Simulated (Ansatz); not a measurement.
Consider the formal exchange of groups at a B–H bond: `B1N[SiH2]1` + `FC(S)[TeH]` → `[TeH]B1N[SiH2]1` + `FCS`.

Program: Ansatz. Geometries: PBE0-D4/def2-TZVP. ΔE: electronic, gas phase. CCSD(T)/CBS is the MP2 limit (def2-TZVPP, def2-QZVPP) plus CCSD(T) − MP2 in def2-TZVPP, frozen cores. Functionals use def2-TZVPP. def2 core potentials past Kr. For Te outer-core shells are correlated without core-valence functions, which leaves a few kJ/mol of doubt a bond. Each species was taken in one conformer, which may not be the lowest.

```json
{"level": "BHLYP-D4", "ΔE (kJ/mol)": "-107.3"}
{"level": "PBE0", "ΔE (kJ/mol)": "-110.3"}
{"level": "BHLYP", "ΔE (kJ/mol)": "-108.6"}
{"level": "CCSD/def2-TZVPP", "ΔE (kJ/mol)": "-109.1"}
```

What does CCSD(T)/CBS give? (An estimate is asked.)

Computed: -103.9 kJ/mol. The listed levels differ from it by -3.4, -6.4, -4.7, -5.2 kJ/mol.

Largest T1 diagnostic among the species: 0.014.

Leaving LDA and LC-ωPBE aside and taking each functional with its dispersion term where it has one, the values, not all of them listed here, spread over 18.7 kJ/mol, from PBE-QIDH to BLYP-D4. From BLYP to BHLYP (50 % exact exchange), in def2-TZVPP and without D4, ΔE moves by −10.5 kJ/mol. At CCSD(T), def2-SVP lies −12.2 kJ/mol from the extrapolated value and def2-TZVPP −3.9 kJ/mol.
